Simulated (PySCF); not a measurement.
WF4, SMILES [F][W]([F])([F])[F] (connectivity only; charge and spin as stated), neutral, multiplicity 3. Atoms are numbered in the order given.

```xyz
5

W      0.0000     0.0000     0.0000
F     -1.2341     1.3652     0.3522
F      1.2341    -1.3652     0.3522
F      1.2341     1.3652    -0.3522
F     -1.2341    -1.3652    -0.3522
```
Charge 0, spin multiplicity 3.

Geometry optimised at B3LYP-D3(BJ)/def2-SVP. A frequency run showed that this geometry is not a minimum. The spin state was assumed, not searched. The def2 effective core potentials stand for the cores of W; spin–orbit coupling is left out.

Method: ωB97X/def2-TZVP run with PySCF.

ESP charges are fitted to the potential on shells at 1.4 to 2.0 van der Waals radii. Atomic charges (e):

| atom | Mulliken | Löwdin | ESP fit | Mulliken spin |
|---|---|---|---|---|
| W1 | 1.52 | 0.95 | 1.28 | 1.87 |
| F2 | -0.38 | -0.24 | -0.32 | 0.03 |
| F3 | -0.38 | -0.24 | -0.32 | 0.03 |
| F4 | -0.38 | -0.24 | -0.32 | 0.03 |
| F5 | -0.38 | -0.24 | -0.32 | 0.03 |
